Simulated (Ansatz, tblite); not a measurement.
Forces on B₁₂P₁₂H₃₂, a nanocrystal cut from zinc blende BP (hydrogen-capped) at its r2SCAN-D4/def2-SVP geometry. The state is a singlet with charge 0.

The xTB rows come from tblite. Single mean-field runs in def2-SVP are fitted with def2-universal-jkfit.

GFN1-xTB (tblite), largest force 0.79 eV/Å:

```xyz
56
positions Å, forces eV/Å
B     1.283   -1.911   -3.134    0.322   -0.313   -0.442
B     3.692   -0.702    1.613    0.725   -0.116    0.244
B     1.726    2.608    1.608    0.387    0.415    0.268
B    -0.545    0.767   -3.236   -0.090   -0.094   -0.628
B    -0.326    3.008   -0.866   -0.020    0.645    0.139
B     1.490    0.362   -0.773   -0.020    0.044   -0.181
B     0.142   -2.536   -0.138    0.069   -0.498    0.238
B     0.351   -0.280    2.174    0.011    0.048    0.091
B    -1.686    0.158   -0.286   -0.040    0.042   -0.178
B    -1.910   -2.117   -2.645   -0.398   -0.359   -0.332
B    -1.479    2.402    2.099   -0.338    0.369    0.379
B    -2.926   -1.126    2.627   -0.599   -0.200    0.447
P     3.210   -0.426   -0.258    0.099   -0.115   -0.592
P     1.176   -0.006   -2.687    0.122    0.254    0.084
P    -0.141   -2.740   -2.069    0.008   -0.053    0.026
P     1.400    2.264   -0.291    0.106   -0.057   -0.265
P     2.084   -1.067    2.654   -0.271   -0.359    0.422
P     0.281    1.654    2.526    0.039   -0.191    0.176
P    -0.592    2.643   -2.752   -0.092    0.434   -0.416
P    -1.914   -0.204   -2.214   -0.122    0.239    0.122
P    -1.695    2.065    0.183   -0.172   -0.074   -0.222
P     0.075   -0.608    0.234   -0.025    0.139   -0.106
P    -1.048   -1.267    3.134    0.427   -0.315    0.316
P    -3.061   -0.830    0.703   -0.256   -0.139   -0.538
H     1.033   -2.011   -4.322    0.204   -0.065    0.249
H     2.383   -2.333   -2.816   -0.249    0.048   -0.211
H     4.426   -1.666    1.698   -0.045    0.293    0.041
H     4.162    0.331    2.032    0.034   -0.269   -0.058
H     1.561    3.797    1.807    0.236   -0.249    0.014
H     2.819    2.177    1.913   -0.244    0.239    0.017
H    -0.717    0.605   -4.427    0.018    0.109    0.166
H    -0.366    4.198   -0.626   -0.006   -0.162   -0.110
H     1.254   -2.935    0.187   -0.305    0.012    0.013
H    -0.763   -3.065    0.496    0.291    0.050   -0.079
H    -2.015   -2.207   -3.855   -0.110   -0.085    0.297
H    -2.803   -2.666   -2.021    0.167    0.075   -0.275
H    -1.411    3.606    2.262   -0.188   -0.276    0.079
H    -2.368    1.845    2.709    0.206    0.268   -0.053
H    -3.374   -0.151    3.185   -0.016   -0.273   -0.050
H    -3.475   -2.171    2.909    0.019    0.297    0.031
H     4.235    0.345   -0.863   -0.411   -0.519    0.219
H     3.328   -1.630   -0.990    0.123    0.674    0.394
H     2.183    0.725   -3.384   -0.333   -0.230    0.215
H    -0.093   -4.133   -2.343   -0.020    0.507    0.085
H     2.403    2.925   -1.058   -0.345   -0.224    0.259
H     2.346   -0.758    4.014   -0.092   -0.309   -0.597
H     1.875   -2.464    2.761    0.173    0.656    0.079
H     0.487    1.793    3.928   -0.072   -0.045   -0.487
H     0.345    3.380   -3.527   -0.534   -0.258    0.302
H    -1.801    3.242   -3.198    0.627   -0.183    0.124
H    -3.165    0.381   -2.565    0.408   -0.182    0.101
H    -2.955    2.580   -0.236    0.432   -0.175    0.140
H    -0.644   -2.625    3.148   -0.221    0.631    0.139
H    -0.929   -0.966    4.516   -0.053   -0.307   -0.603
H    -3.239   -2.054    0.017   -0.085    0.661    0.425
H    -4.309   -0.206    0.443    0.519   -0.458    0.078
```

GFN2-xTB (tblite), largest force 0.65 eV/Å:

```
B 0.090 0.064 -0.211
B 0.247 -0.123 0.096
B 0.035 0.167 0.004
B -0.052 -0.013 -0.345
B -0.016 0.357 0.047
B 0.085 -0.072 -0.021
B 0.003 0.030 0.032
B 0.026 -0.169 0.098
B -0.077 -0.083 0.004
B -0.156 0.048 -0.174
B -0.053 0.161 0.017
B -0.189 -0.151 0.163
P -0.081 -0.031 -0.011
P -0.206 -0.221 0.071
P -0.007 0.095 -0.009
P -0.169 -0.024 0.210
P 0.002 0.028 -0.088
P -0.037 0.094 -0.201
P 0.003 -0.007 0.016
P 0.244 -0.192 0.002
P 0.225 0.001 0.150
P -0.006 -0.166 -0.108
P -0.032 0.026 -0.083
P 0.077 -0.021 -0.035
H 0.182 -0.017 0.516
H -0.448 0.127 -0.194
H -0.239 0.493 0.006
H -0.091 -0.489 -0.155
H 0.199 -0.503 -0.064
H -0.499 0.268 -0.073
H 0.065 0.111 0.471
H 0.008 -0.475 -0.145
H -0.368 0.143 -0.037
H 0.319 0.188 -0.143
H -0.016 -0.029 0.546
H 0.351 0.178 -0.317
H -0.145 -0.525 -0.011
H 0.417 0.327 -0.214
H 0.100 -0.477 -0.184
H 0.167 0.519 -0.057
H -0.308 -0.423 0.087
H 0.117 0.590 0.246
H -0.170 -0.074 0.126
H -0.012 0.367 0.077
H -0.189 -0.150 0.091
H -0.121 -0.310 -0.422
H 0.086 0.511 0.154
H -0.036 -0.094 -0.277
H -0.466 -0.169 0.204
H 0.523 -0.106 0.052
H 0.208 -0.050 0.068
H 0.225 -0.123 0.027
H -0.099 0.499 0.182
H 0.027 -0.301 -0.445
H -0.112 0.576 0.280
H 0.371 -0.379 -0.016
```

PBE-D4/def2-SVP (Ansatz), largest force 0.32 eV/Å:

```
B -0.085 0.080 0.105
B -0.171 -0.040 -0.080
B -0.109 -0.118 -0.067
B 0.020 0.029 0.142
B 0.004 -0.132 -0.029
B -0.008 0.015 -0.003
B -0.024 0.128 -0.101
B 0.002 0.012 0.018
B 0.005 0.015 -0.004
B 0.102 0.091 0.076
B 0.098 -0.105 -0.099
B 0.143 -0.021 -0.128
P -0.216 0.066 0.213
P -0.165 -0.111 0.126
P -0.005 0.226 0.061
P -0.157 -0.125 0.113
P -0.031 0.189 -0.250
P -0.034 -0.011 -0.223
P 0.044 -0.221 0.194
P 0.207 -0.087 0.069
P 0.197 -0.102 0.059
P -0.005 0.004 -0.030
P -0.069 0.187 -0.245
P 0.260 0.097 0.141
H -0.025 -0.010 -0.148
H 0.147 -0.062 0.050
H 0.106 -0.114 0.018
H 0.062 0.164 0.064
H -0.015 0.148 0.029
H 0.151 -0.053 0.049
H -0.021 -0.023 -0.146
H -0.003 0.134 0.034
H 0.128 -0.048 0.054
H -0.099 -0.062 0.088
H -0.019 -0.010 -0.149
H -0.116 -0.079 0.091
H 0.005 0.149 0.025
H -0.122 -0.070 0.091
H -0.060 0.157 0.082
H -0.081 -0.126 0.047
H 0.144 0.106 -0.092
H 0.008 -0.178 -0.136
H 0.132 0.100 -0.088
H 0.006 -0.197 -0.046
H 0.131 0.086 -0.105
H 0.029 0.046 0.193
H -0.032 -0.220 0.016
H 0.028 0.013 0.186
H 0.132 0.112 -0.114
H -0.173 0.092 -0.068
H -0.164 0.080 -0.043
H -0.166 0.066 -0.059
H 0.062 -0.214 0.002
H 0.024 0.046 0.193
H -0.026 -0.181 -0.131
H -0.177 0.085 -0.043
```
